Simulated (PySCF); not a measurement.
Record of a relaxation.

FGe₂H₇Si.
SMILES with atom numbers: `[F:1][GeH2:2][GeH2:3][SiH3:4]` (hydrogens: H5, H6 on Ge2; H7, H8 on Ge3; H9, H10, H11 on Si4)

Computed by this run: PBE0-D3(BJ)/def2-SVP geometry optimisation, gas phase (PySCF); density fitting, grid level 1; the optimiser is geomeTRIC in internal coordinates, started from a GFN2-xTB structure with every atom displaced at random (about 0.01 Å). 12 of its 13 geometries are shown. The frame can shift and turn from step to step; on so coarse a grid that alone can change the energy by a few meV, and forces under 0.02 eV/Å are noise.

Step 0: E = -123706.7800 eV, largest atomic force 1.883 eV/Å
```
atom  x, y, z in Å  |  force x, y, z in eV/Å
F1      1.977   -1.420   -0.931   -0.317   0.520   0.299
Ge2     1.998   -0.109    0.291    0.361  -1.422  -1.181
Ge3    -0.222    0.851    0.331    0.979   0.664   0.360
Si4    -1.954   -0.452   -0.481   -0.779  -0.020   0.546
H5      2.510   -0.936    1.458   -0.133   0.056   0.676
H6      3.203    0.673   -0.232   -0.046   0.574   0.045
H7     -0.357    1.313    1.777   -0.286  -0.127   0.437
H8     -0.029    2.206   -0.348   -0.127   0.153  -0.423
H9     -2.236   -1.555    0.468    0.080  -0.188   0.116
H10    -3.191    0.377   -0.553   -0.014   0.129  -0.015
H11    -1.661   -0.972   -1.795    0.280  -0.340  -0.859
```

Step 1: E = -123707.0201 eV, largest atomic force 0.770 eV/Å
```
atom  x, y, z in Å  |  force x, y, z in eV/Å
F1      1.742   -1.397   -0.977   -0.054  -0.197  -0.214
Ge2     1.989   -0.174    0.249    0.122  -0.187  -0.042
Ge3    -0.168    0.914    0.366    0.416   0.554   0.336
Si4    -1.894   -0.460   -0.464   -0.252  -0.014   0.075
H5      2.421   -0.988    1.489   -0.047   0.136   0.050
H6      3.165    0.670   -0.286   -0.066   0.073   0.086
H7     -0.358    1.359    1.833   -0.159  -0.180   0.055
H8     -0.021    2.270   -0.356   -0.091  -0.086  -0.216
H9     -2.133   -1.578    0.491    0.057  -0.074   0.021
H10    -3.147    0.348   -0.554   -0.015   0.023  -0.016
H11    -1.557   -0.990   -1.806    0.089  -0.048  -0.134
```

Step 2: E = -123707.0589 eV, largest atomic force 0.455 eV/Å
```
atom  x, y, z in Å  |  force x, y, z in eV/Å
F1      1.720   -1.423   -0.996    0.030   0.072   0.080
Ge2     1.981   -0.190    0.234   -0.041  -0.192  -0.142
Ge3    -0.159    0.939    0.379    0.229   0.340   0.197
Si4    -1.883   -0.456   -0.458   -0.096  -0.023   0.006
H5      2.397   -0.966    1.499   -0.021   0.023   0.013
H6      3.150    0.671   -0.280   -0.013   0.015  -0.001
H7     -0.377    1.352    1.852   -0.080  -0.117  -0.009
H8     -0.034    2.277   -0.381   -0.060  -0.082  -0.106
H9     -2.092   -1.590    0.491    0.031  -0.020  -0.021
H10    -3.148    0.335   -0.551    0.002  -0.018  -0.009
H11    -1.517   -0.974   -1.806    0.019   0.001  -0.008
```

Step 3: E = -123707.0756 eV, largest atomic force 0.073 eV/Å
```
atom  x, y, z in Å  |  force x, y, z in eV/Å
F1      1.679   -1.438   -0.992    0.019   0.029   0.046
Ge2     1.962   -0.200    0.223   -0.054   0.011  -0.004
Ge3    -0.152    0.977    0.396    0.026   0.061   0.031
Si4    -1.858   -0.453   -0.451    0.055  -0.003  -0.018
H5      2.363   -0.952    1.505    0.001  -0.029  -0.001
H6      3.133    0.655   -0.295    0.017  -0.021  -0.037
H7     -0.400    1.350    1.873   -0.015  -0.018  -0.014
H8     -0.059    2.290   -0.407   -0.018  -0.020  -0.011
H9     -2.023   -1.608    0.481    0.000  -0.003  -0.018
H10    -3.146    0.299   -0.547   -0.008  -0.024   0.003
H11    -1.460   -0.946   -1.803   -0.022   0.017   0.023
```

Step 4: E = -123707.0786 eV, largest atomic force 0.061 eV/Å
```
atom  x, y, z in Å  |  force x, y, z in eV/Å
F1      1.649   -1.442   -0.977   -0.007  -0.006   0.007
Ge2     1.950   -0.197    0.223   -0.008   0.039   0.030
Ge3    -0.153    0.999    0.404   -0.025  -0.017  -0.012
Si4    -1.840   -0.453   -0.450    0.059  -0.004  -0.015
H5      2.349   -0.949    1.507    0.002  -0.009  -0.003
H6      3.129    0.636   -0.314    0.007  -0.019  -0.022
H7     -0.411    1.357    1.881   -0.001   0.013  -0.008
H8     -0.076    2.303   -0.413    0.001   0.003   0.013
H9     -1.981   -1.622    0.469   -0.002  -0.002  -0.008
H10    -3.145    0.269   -0.541   -0.008  -0.013   0.010
H11    -1.435   -0.927   -1.805   -0.018   0.015   0.007
```

Step 5: E = -123707.0809 eV, largest atomic force 0.087 eV/Å
```
atom  x, y, z in Å  |  force x, y, z in eV/Å
F1      1.601   -1.451   -0.947   -0.029  -0.028  -0.018
Ge2     1.936   -0.189    0.226    0.034   0.026   0.035
Ge3    -0.156    1.023    0.412   -0.049  -0.061  -0.036
Si4    -1.813   -0.457   -0.451    0.025  -0.010  -0.010
H5      2.336   -0.935    1.513    0.007   0.019   0.003
H6      3.124    0.607   -0.346   -0.003  -0.008  -0.004
H7     -0.424    1.373    1.887    0.004   0.029   0.000
H8     -0.097    2.321   -0.415    0.019   0.021   0.023
H9     -1.919   -1.646    0.446    0.004  -0.001   0.002
H10    -3.141    0.225   -0.524   -0.005   0.000   0.017
H11    -1.409   -0.897   -1.817   -0.006   0.012  -0.012
```

Step 7: E = -123707.0864 eV, largest atomic force 0.073 eV/Å
```
atom  x, y, z in Å  |  force x, y, z in eV/Å
F1      1.463   -1.510   -0.819   -0.025  -0.008  -0.026
Ge2     1.908   -0.171    0.232    0.035  -0.038   0.020
Ge3    -0.167    1.068    0.419   -0.026  -0.048  -0.035
Si4    -1.756   -0.472   -0.463   -0.069  -0.020   0.010
H5      2.344   -0.843    1.549    0.024   0.045   0.004
H6      3.095    0.518   -0.465   -0.015   0.018   0.009
H7     -0.441    1.418    1.892   -0.004   0.012   0.009
H8     -0.140    2.365   -0.410    0.043   0.020   0.012
H9     -1.740   -1.720    0.355    0.018  -0.001   0.007
H10    -3.134    0.106   -0.432    0.006   0.016   0.017
H11    -1.394   -0.785   -1.874    0.013   0.004  -0.026
```

Step 8: E = -123707.0892 eV, largest atomic force 0.059 eV/Å
```
atom  x, y, z in Å  |  force x, y, z in eV/Å
F1      1.456   -1.524   -0.795   -0.005   0.000  -0.010
Ge2     1.912   -0.170    0.233    0.007  -0.041   0.005
Ge3    -0.169    1.061    0.415   -0.003  -0.006  -0.010
Si4    -1.761   -0.476   -0.465   -0.057  -0.007   0.013
H5      2.370   -0.814    1.556    0.018   0.028  -0.002
H6      3.087    0.514   -0.488   -0.011   0.019   0.001
H7     -0.438    1.419    1.888   -0.012  -0.005   0.006
H8     -0.133    2.363   -0.406    0.032   0.005   0.000
H9     -1.728   -1.732    0.338    0.016  -0.004   0.002
H10    -3.139    0.101   -0.405    0.005   0.010   0.010
H11    -1.418   -0.766   -1.886    0.009   0.000  -0.014
```

Step 9: E = -123707.0916 eV, largest atomic force 0.039 eV/Å
```
atom  x, y, z in Å  |  force x, y, z in eV/Å
F1      1.467   -1.542   -0.778    0.017   0.005   0.011
Ge2     1.921   -0.172    0.229   -0.025  -0.014  -0.012
Ge3    -0.169    1.044    0.412    0.020   0.029   0.016
Si4    -1.779   -0.478   -0.464   -0.009   0.017   0.006
H5      2.416   -0.778    1.556    0.007  -0.006  -0.006
H6      3.073    0.527   -0.516   -0.004   0.009  -0.011
H7     -0.436    1.408    1.885   -0.015  -0.019  -0.001
H8     -0.113    2.351   -0.401    0.006  -0.009  -0.008
H9     -1.734   -1.743    0.326    0.006  -0.004  -0.004
H10    -3.151    0.108   -0.370    0.000  -0.003   0.002
H11    -1.457   -0.750   -1.895   -0.003  -0.004   0.007
```

Step 10: E = -123707.0922 eV, largest atomic force 0.030 eV/Å
```
atom  x, y, z in Å  |  force x, y, z in eV/Å
F1      1.464   -1.554   -0.765    0.017   0.008   0.010
Ge2     1.922   -0.172    0.224   -0.022  -0.003  -0.007
Ge3    -0.169    1.042    0.415    0.018   0.021   0.012
Si4    -1.781   -0.478   -0.460    0.005   0.016   0.004
H5      2.437   -0.761    1.551    0.003  -0.012  -0.007
H6      3.060    0.528   -0.541   -0.004   0.004  -0.013
H7     -0.437    1.404    1.888   -0.009  -0.015  -0.001
H8     -0.109    2.349   -0.399   -0.001  -0.007  -0.004
H9     -1.722   -1.750    0.317    0.000  -0.003  -0.003
H10    -3.155    0.102   -0.348   -0.002  -0.005   0.001
H11    -1.472   -0.737   -1.896   -0.005  -0.004   0.008
```

Step 11: E = -123707.0926 eV, largest atomic force under 0.02 eV/Å
```
atom  x, y, z in Å  |  force x, y, z in eV/Å
F1      1.469   -1.565   -0.760    0.002   0.002  -0.001
Ge2     1.924   -0.171    0.212   -0.002   0.009   0.002
Ge3    -0.167    1.038    0.421    0.006   0.001   0.002
Si4    -1.788   -0.476   -0.450    0.018   0.006  -0.002
H5      2.470   -0.746    1.533   -0.002  -0.008  -0.006
H6      3.040    0.538   -0.577   -0.002  -0.002  -0.009
H7     -0.436    1.392    1.896    0.002  -0.004   0.001
H8     -0.104    2.345   -0.392   -0.009   0.001   0.005
H9     -1.716   -1.755    0.314   -0.005   0.000   0.002
H10    -3.161    0.100   -0.320   -0.003  -0.003   0.002
H11    -1.493   -0.725   -1.891   -0.005  -0.001   0.004
```

Step 12: E = -123707.0927 eV, largest atomic force under 0.02 eV/Å
```
atom  x, y, z in Å  |  force x, y, z in eV/Å
F1      1.465   -1.569   -0.761   -0.007   0.000  -0.007
Ge2     1.925   -0.170    0.201    0.011   0.009   0.002
Ge3    -0.165    1.037    0.427   -0.002  -0.008  -0.005
Si4    -1.789   -0.475   -0.441    0.013  -0.004  -0.003
H5      2.490   -0.740    1.515   -0.002  -0.002  -0.004
H6      3.026    0.542   -0.607    0.000  -0.003  -0.004
H7     -0.432    1.384    1.903    0.008   0.001   0.003
H8     -0.106    2.345   -0.384   -0.010   0.005   0.009
H9     -1.707   -1.759    0.315   -0.005   0.001   0.005
H10    -3.163    0.095   -0.297   -0.002   0.000   0.003
H11    -1.506   -0.717   -1.886   -0.002   0.001   0.001
```

Question: Summarise the path.

Answer: The energy falls by 30.17 kJ/mol from step 0 to step 12; nine tenths of that is first reached at step 3. It falls at every step. The largest force goes from 1.883 to under 0.02 eV/Å. Among the bonds Ge3–Si4 changes most, from 2.314 to 2.382 Å; the atoms move by 0.331 Å rms after alignment.

Question: Follow the three bonds and two angles with the largest change from start to end.

Answer: 
```json
{"step": "0", "E above end (kJ/mol)": "30.17", "largest force (eV/Å)": "1.883", "Ge3–Si4 (Å)": "2.314", "Si4–H11 (Å)": "1.443", "F1–Ge2 (Å)": "1.792", "Ge2–Ge3–Si4 (°)": "117.2", "H7–Ge3–H8 (°)": "99.4"}
{"step": "1", "E above end (kJ/mol)": "7.00", "largest force (eV/Å)": "0.770", "Ge3–Si4 (Å)": "2.357", "Si4–H11 (Å)": "1.482", "F1–Ge2 (Å)": "1.750", "Ge2–Ge3–Si4 (°)": "111.9", "H7–Ge3–H8 (°)": "101.7"}
{"step": "2", "E above end (kJ/mol)": "3.26", "largest force (eV/Å)": "0.455", "Ge3–Si4 (Å)": "2.370", "Si4–H11 (Å)": "1.490", "F1–Ge2 (Å)": "1.761", "Ge2–Ge3–Si4 (°)": "110.3", "H7–Ge3–H8 (°)": "104.4"}
{"step": "3", "E above end (kJ/mol)": "1.65", "largest force (eV/Å)": "0.073", "Ge3–Si4 (Å)": "2.382", "Si4–H11 (Å)": "1.493", "F1–Ge2 (Å)": "1.757", "Ge2–Ge3–Si4 (°)": "107.9", "H7–Ge3–H8 (°)": "107.6"}
{"step": "4", "E above end (kJ/mol)": "1.36", "largest force (eV/Å)": "0.061", "Ge3–Si4 (Å)": "2.384", "Si4–H11 (Å)": "1.492", "F1–Ge2 (Å)": "1.755", "Ge2–Ge3–Si4 (°)": "106.7", "H7–Ge3–H8 (°)": "108.6"}
{"step": "5", "E above end (kJ/mol)": "1.13", "largest force (eV/Å)": "0.087", "Ge3–Si4 (Å)": "2.384", "Si4–H11 (Å)": "1.491", "F1–Ge2 (Å)": "1.755", "Ge2–Ge3–Si4 (°)": "105.2", "H7–Ge3–H8 (°)": "109.2"}
{"step": "6", "E above end (kJ/mol)": "0.91", "largest force (eV/Å)": "0.095", "Ge3–Si4 (Å)": "2.383", "Si4–H11 (Å)": "1.490", "F1–Ge2 (Å)": "1.756", "Ge2–Ge3–Si4 (°)": "103.7", "H7–Ge3–H8 (°)": "109.4"}
{"step": "7", "E above end (kJ/mol)": "0.60", "largest force (eV/Å)": "0.073", "Ge3–Si4 (Å)": "2.382", "Si4–H11 (Å)": "1.490", "F1–Ge2 (Å)": "1.759", "Ge2–Ge3–Si4 (°)": "102.2", "H7–Ge3–H8 (°)": "109.1"}
{"step": "8", "E above end (kJ/mol)": "0.34", "largest force (eV/Å)": "0.059", "Ge3–Si4 (Å)": "2.382", "Si4–H11 (Å)": "1.490", "F1–Ge2 (Å)": "1.760", "Ge2–Ge3–Si4 (°)": "102.6", "H7–Ge3–H8 (°)": "108.6"}
{"step": "9", "E above end (kJ/mol)": "0.10", "largest force (eV/Å)": "0.039", "Ge3–Si4 (Å)": "2.382", "Si4–H11 (Å)": "1.491", "F1–Ge2 (Å)": "1.760", "Ge2–Ge3–Si4 (°)": "103.5", "H7–Ge3–H8 (°)": "108.1"}
{"step": "10", "E above end (kJ/mol)": "0.04", "largest force (eV/Å)": "0.030", "Ge3–Si4 (Å)": "2.382", "Si4–H11 (Å)": "1.492", "F1–Ge2 (Å)": "1.760", "Ge2–Ge3–Si4 (°)": "103.6", "H7–Ge3–H8 (°)": "108.2"}
{"step": "11", "E above end (kJ/mol)": "0.00", "largest force (eV/Å)": "under 0.02", "Ge3–Si4 (Å)": "2.383", "Si4–H11 (Å)": "1.492", "F1–Ge2 (Å)": "1.759", "Ge2–Ge3–Si4 (°)": "103.8", "H7–Ge3–H8 (°)": "108.5"}
{"step": "12", "E above end (kJ/mol)": "0.00", "largest force (eV/Å)": "under 0.02", "Ge3–Si4 (Å)": "2.382", "Si4–H11 (Å)": "1.491", "F1–Ge2 (Å)": "1.759", "Ge2–Ge3–Si4 (°)": "103.7", "H7–Ge3–H8 (°)": "108.7"}
```

What follows is the cost of the whole optimisation. On one thread of an Arm Neoverse N1 (shared host), this took 3.2 min and 0.55 GiB of memory at its peak.
